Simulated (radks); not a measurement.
Charge is removed step by step from the 5d (averaged over the sub-levels emptied) level of neutral bismuth, starting from [Hg] 6p3. All-electron calculation, Dirac Kohn-Sham, PBE, spin-unpolarised, spherical densities, finite nucleus; open shells are shared between the two j in proportion to 2j + 1; Fermi nuclear charge, rms radius 5.5211 fm. Program: a radial shooting solver on a logarithmic mesh with Libxc functionals.

removed (e),E - E(0) (eV),eigenvalue (eV),E minus straight line (eV)
0,0.000,-26.948,0.000
0.125,3.461,-28.436,-0.687
0.25,7.111,-29.961,-1.186
0.375,10.953,-31.519,-1.492
0.5,14.992,-33.109,-1.602
0.625,19.231,-34.728,-1.511
0.75,23.675,-36.374,-1.216
0.875,28.326,-38.046,-0.713
1,33.187,-39.743,0.000

Removing the whole electron costs 33.187 eV by Delta-SCF, against 26.948 eV from minus the eigenvalue at the starting occupation. Slater's transition state (half an electron removed) gives 33.109 eV. Integrating minus the eigenvalue over the occupation (Janak's theorem) gives 33.187 eV. The mean slope of the eigenvalue, de/dn, is 12.8 eV per electron.
